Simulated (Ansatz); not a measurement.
`O[SiH](F)CS`, charge 0, multiplicity 1.

(1) Give a relaxed structure at PBE0-D4/def2-TZVP (Ansatz 0.2.0). (Best estimate.)

Answers

(1) Computed: 
```xyz
10

O     0.1740    1.6018   -0.9070
Si    0.9580    0.4631   -0.0451
F     1.3782    1.0340    1.3866
C    -0.1218   -1.0271    0.2841
S    -1.8439   -0.5362    0.6180
H    -0.6863    1.8637   -0.5673
H     2.1929    0.1493   -0.7912
H    -0.0952   -1.7660   -0.5186
H     0.2184   -1.5318    1.1920
H    -2.1742   -0.2507   -0.6515
```
This is one stationary point; other conformers may exist.
